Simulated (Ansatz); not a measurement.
Computed with Ansatz on PBE0-D4/def2-TZVP structures; ΔE is electronic, products minus reactants. CCSD(T)/CBS adds triple-zeta CCSD(T) − MP2 to the extrapolated MP2 energy (def2 sets, frozen cores). DFT in def2-TZVPP. B3LYP here is the variant with VWN-RPA as its local correlation; programs differ in this. Each species was taken in one conformer, which may not be the lowest.

Consider the redistribution: `O[CH]([AlH2])[SiH3]` + `N[SiH2]NCO` → `N[SiH2]N[CH2][AlH2]` + `OC(O)[SiH3]`.

`O[CH]([AlH2])[SiH3]`:

```xyz
11

O    -0.867   -1.420    0.690
C    -0.571   -0.071    0.293
Al    0.886    0.780    1.300
Si   -0.179   -0.103   -1.550
H    -0.513   -1.581    1.569
H    -1.470    0.563    0.398
H     1.414    2.235    0.965
H     1.479   -0.101    2.486
H    -1.207   -0.861   -2.311
H    -0.121    1.298   -2.052
H     1.148   -0.740   -1.789
```

`N[SiH2]NCO`:

```xyz
13

N     1.999   -0.766    0.943
Si    0.914   -0.680   -0.375
N    -0.122    0.671   -0.157
C    -1.492    0.761   -0.553
O    -2.354    1.084    0.515
H     1.688   -0.881    1.893
H     2.941   -1.090    0.809
H    -0.039   -1.815   -0.554
H     1.814   -0.638   -1.563
H     0.278    1.552    0.129
H    -1.775   -0.194   -1.014
H    -1.658    1.555   -1.287
H    -2.193    0.442    1.214
```

`N[SiH2]N[CH2][AlH2]`:

```xyz
14

N     2.522   -0.781   -0.829
Si    1.576   -0.099    0.424
N    -0.074   -0.258   -0.004
C    -1.148    0.547    0.557
Al   -2.872    0.350   -0.359
H     3.382   -1.257   -0.615
H     2.518   -0.409   -1.764
H     1.741    1.363    0.682
H     2.030   -0.821    1.651
H    -0.363   -1.122   -0.436
H    -1.307    0.369    1.636
H    -0.879    1.612    0.501
H    -3.032   -0.793   -1.455
H    -4.093    1.299    0.009
```

`OC(O)[SiH3]`:

Cartesian coordinates in Å:
```
O -0.075 -1.308 0.962
C 0.039 0.058 0.662
O -1.152 0.760 0.933
Si 0.549 0.196 -1.173
H -0.273 -1.395 1.902
H 0.784 0.542 1.307
H -1.840 0.416 0.354
H 1.743 -0.632 -1.475
H 0.836 1.621 -1.482
H -0.610 -0.258 -1.990
```

| level | ΔE (kcal/mol) | difference from CCSD(T)/CBS |
| --- | --- | --- |
| PBE-D4 | 2.0 | 0.0 |
| r2SCAN-D4 | 2.0 | 0.0 |
| PBE0-D4 | 2.1 | 0.1 |
| B3LYP-D4 | 1.6 | -0.4 |
| ωB97X-V | 1.5 | -0.5 |
| ωB97M-V | 1.6 | -0.4 |
| B2PLYP | 1.6 | -0.4 |
| PBE | 1.9 | -0.1 |
| r2SCAN | 2.0 | 0.0 |
| PBE0 | 1.9 | -0.1 |
| B3LYP | 1.3 | -0.7 |
| HF/def2-TZVPP | 1.1 | -0.9 |
| MP2/def2-TZVPP | 2.0 | 0.0 |
| SCS-MP2/def2-TZVPP | 1.8 | -0.2 |
| CCSD/def2-TZVPP | 1.7 | -0.3 |
| CCSD(T)/def2-TZVPP | 1.9 | -0.1 |
| HF/def2-QZVPP | 1.1 | -0.9 |
| MP2/def2-QZVPP | 2.1 | 0.1 |
| SCS-MP2/def2-QZVPP | 1.9 | -0.1 |
| HF/CBS(def2) | 1.1 | -0.9 |
| MP2/CBS(def2) | 2.1 | 0.1 |
| CCSD/CBS(def2) | 1.8 | -0.2 |
| CCSD(T)/CBS | 2.0 | 0 |

Largest T1 diagnostic among the species: 0.012.

In def2-TZVPP, CCSD(T) changes the Hartree–Fock value by +0.9 kcal/mol (the triples alone add +0.2 kcal/mol) and MP2 by +0.9 kcal/mol.
